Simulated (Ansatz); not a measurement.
Reaction (formal exchange of groups at a C–Si bond): `N=C([SiH3])Cl` + GeH₄ → `N=[C](Cl)[GeH3]` + SiH₄

Computed with Ansatz on PBE0-D4/def2-TZVP structures; ΔE is electronic, products minus reactants. CBS: MP2 limit from def2 TZ/QZ plus the TZ coupled-cluster correction, frozen cores. This one scheme is used for every species. Functionals use def2-TZVPP. B3LYP here is the variant with VWN-RPA as its local correlation; programs differ in this. HSE06 is defined as in plane-wave codes. For Ge outer-core shells are correlated without core-valence functions, which leaves a few kJ/mol of doubt a bond. Scalar relativity is left out up to krypton. Each species was taken in one conformer, which may not be the lowest.

```
             level  ΔE (kJ/mol)  difference from CCSD(T)/CBS
            PBE-D4         21.3                          3.9
         revPBE-D4         21.6                          4.2
           BLYP-D4         21.9                          4.5
         r2SCAN-D4         22.3                          4.9
          B3LYP-D4         20.9                          3.5
        r2SCANh-D4         21.7                          4.3
        r2SCAN0-D4         20.9                          3.5
          HSE06-D4         20.0                          2.6
          BHLYP-D4         19.6                          2.2
      CAM-B3LYP-D4         20.1                          2.7
           ωB97X-V         17.8                          0.4
           ωB97M-V         19.0                          1.6
            B2PLYP         19.4                          2.0
          PBE-QIDH         17.9                          0.5
               PBE         21.4                          4.0
            revPBE         21.1                          3.7
              BLYP         22.0                          4.6
            r2SCAN         22.3                          4.9
             B3LYP         21.1                          3.7
           r2SCANh         21.8                          4.4
           r2SCAN0         21.0                          3.6
             HSE06         20.2                          2.8
             BHLYP         20.2                          2.8
         CAM-B3LYP         20.3                          2.9
           LC-ωPBE         17.9                          0.5
RPA@PBE/def2-TZVPP         14.9                         -2.5
       HF/def2-SVP         20.9                          3.5
      MP2/def2-SVP         17.7                          0.3
     CCSD/def2-SVP         18.7                          1.3
  CCSD(T)/def2-SVP         18.8                          1.4
     HF/def2-TZVPP         18.8                          1.4
    MP2/def2-TZVPP         14.9                         -2.5
SCS-MP2/def2-TZVPP         15.2                         -2.2
   CCSD/def2-TZVPP         15.9                         -1.5
CCSD(T)/def2-TZVPP         16.1                         -1.3
     HF/def2-QZVPP         19.1                          1.7
    MP2/def2-QZVPP         15.7                         -1.7
SCS-MP2/def2-QZVPP         16.2                         -1.2
      HF/CBS(def2)         19.2                          1.8
    CCSD/CBS(def2)         17.2                         -0.2
       CCSD(T)/CBS         17.4                            0
```

Largest T1 diagnostic among the species: 0.013.

Leaving LDA and LC-ωPBE aside and taking each functional with its dispersion term where it has one, the values, not all of them listed here, spread over 5.9 kJ/mol, from ωB97X-V to B97M-V.
